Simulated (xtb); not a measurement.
Job for xtb: GFN-FF on BH3S (SMILES BS), a point of a torsion scan.

```
$ xtb mol.xyz --gfnff --sp --chrg 0 --uhf 0
5

B     -0.57916649    -0.02093600     0.00486457
S      1.11637569    -0.53960450     0.46083902
H     -1.36008427    -0.83826143    -0.28870163
H     -0.87205258     1.10501587     0.10788372
H      1.53546323    -0.45986904    -0.79628593
```

Program output:

```
[...]
           -------------------------------------------------
          |                Calculation Setup                |
           -------------------------------------------------



          ==================== Thresholds ====================
          CN  :   150.00000
          rep :   500.00000
          disp:  2500.00000
          HB1 :   250.00000
          HB2 :   450.00000

          Pauling EN used:
          Z : 1  EN :  2.20
          Z : 5  EN :  2.04
          Z :16  EN :  2.58
          electric field strengths (au): 0.000

           -------------------------------------------------
          |           Force Field Initialization            |
           -------------------------------------------------

          distances ...
          ----------------------------------------
          generating topology and atomic info file ...
          pair mat ...
          computing topology distances matrix with Floyd-Warshall algo ...
          making topology EEQ charges ...
          #fragments for EEQ constrain: 1
          ----------------------------------------
          generating topology and atomic info file ...
          pair mat ...
          computing topology distances matrix with Floyd-Warshall algo ...
          making topology EEQ charges ...
          #fragments for EEQ constrain: 1
          rings ...
          # BATM   4
          # H in HB   3
          doing iterative Hueckel for 1 subsystem(s) ...

  atom   neighbors  erfCN metchar sp-hybrid imet pi  qest     coordinates
    1  B       3    2.76   0.03         2    0    1  -0.025   -1.094466   -0.039563    0.009193
    2  S       2    1.92   0.00         3    0    1  -0.126    2.109644   -1.019705    0.870860
    3  H       1    0.96   0.01         0    0    0   0.042   -2.570187   -1.584085   -0.545567
    4  H       1    0.96   0.01         0    0    0   0.042   -1.647941    2.088177    0.203871
    5  H       1    0.98   0.00         0    0    0   0.067    2.901605   -0.869027   -1.504762

          #atoms :   5
          #bonds :   4
          #angl  :   4
          #tors  :   3
          #nmol  :   1
          #optfrag :   1
           -------------------------------------------------
          |                   G F N - F F                   |
          |          A general generic force-field          |
          |                  Version 1.0.3                  |
           -------------------------------------------------
          Number of HB bonds (bound hydrogen)     0
          Number of HB bonds (unbound hydrogen)   0
          Number of XB bonds                      0

 E+G (total)                   0 d,  0 h,  0 min,  0.000 sec
 distance/D3 list               ...        0 min,  0.000 sec (  0.881%)
 non bonded repulsion           ...        0 min,  0.000 sec ( 14.735%)
 dCN                            ...        0 min,  0.000 sec (  3.393%)
 EEQ energy and q               ...        0 min,  0.000 sec ( 12.635%)
 D3                             ...        0 min,  0.000 sec ( 15.024%)
 EEQ gradient                   ...        0 min,  0.000 sec (  4.541%)
 bonds                          ...        0 min,  0.000 sec ( 13.593%)
 bend and torsion               ...        0 min,  0.000 sec ( 12.093%)
 bonded ATM                     ...        0 min,  0.000 sec (  3.733%)
 HB/XB (incl list setup)        ...        0 min,  0.000 sec ( 11.760%)

         :::::::::::::::::::::::::::::::::::::::::::::::::::::
         ::                     SUMMARY                     ::
         :::::::::::::::::::::::::::::::::::::::::::::::::::::
         :: total energy              -0.453840298964 Eh    ::
         :: gradient norm              0.027895972326 Eh/a0 ::
Note: The following floating-point exceptions are signalling: IEEE_UNDERFLOW_FLAG IEEE_DENORMAL
normal termination of xtb
         ::.................................................::
         :: bond energy               -0.465527760783 Eh    ::
         :: angle energy               0.000726683153 Eh    ::
         :: torsion energy             0.003033340082 Eh    ::
         :: repulsion energy           0.014051756193 Eh    ::
         :: electrostat energy        -0.004910509766 Eh    ::
         :: dispersion energy         -0.001212084018 Eh    ::
         :: HB energy                  0.000000000000 Eh    ::
         :: XB energy                  0.000000000000 Eh    ::
         :: bonded atm energy         -0.000001723824 Eh    ::
         :: external energy            0.000000000000 Eh    ::
         :: add. restraining           0.000000000000 Eh    ::
         :: total charge               0.000000000000 e     ::
         :::::::::::::::::::::::::::::::::::::::::::::::::::::

           -------------------------------------------------
          |                Property Printout                |
           -------------------------------------------------

molecular dipole:
                 x           y           z       tot (Debye)
 q only:       -0.255       0.111      -0.286       1.014

           -------------------------------------------------
          | TOTAL ENERGY               -0.453840298964 Eh   |
          | GRADIENT NORM               0.027895972326 Eh/α |
           -------------------------------------------------
########################################################################
[WARNING] Runtime exception occurred
-1- gfnff_setup: Could not read topology file.
########################################################################

------------------------------------------------------------------------
------------------------------------------------------------------------
 total:
 SCF:
```

The run finished.

Cost: very roughly 0.020 core-seconds.
